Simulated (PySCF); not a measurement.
## A small calculation by hand: oscillator strength and radiative lifetime

C3H4F2Si, SMILES FC(F)C#C[SiH3].

Geometry: PBE-D3(BJ)/def2-SVP. This is a generated structure with no PubChem entry under its InChIKey; it may be hypothetical.

TDA-B3LYP/def2-SVPD (PySCF 2.14.0) puts the first singlet state with f over 0.02 at 7.51 eV (vertical), with the transition dipole (-0.380, 0.012, -0.029) in atomic units.

### Question
Find the oscillator strength, the wavelength and the radiative lifetime that this transition would have in vacuum if emission retraced absorption.

### Answer

|μ|² = 0.1454 au, so |μ| = 0.97 D. ΔE = 7.51/27.211 = 0.2760 hartree. f = (2/3) ΔE |μ|² = 0.027 (the program prints 0.027).
λ = 1239.84/7.51 = 165 nm; ν = 60572 cm⁻¹.
Einstein's coefficient A = 0.6670 ν² f s⁻¹ (ν in cm⁻¹) = 6.5e7 s⁻¹, so τ = 1/A = 15 ns. This state is S4; the lower singlets have f = 0.000, 0.001, 0.000. The figure is the radiative limit of this one transition; relaxation, internal conversion, crossing to triplets and a medium change what is measured.
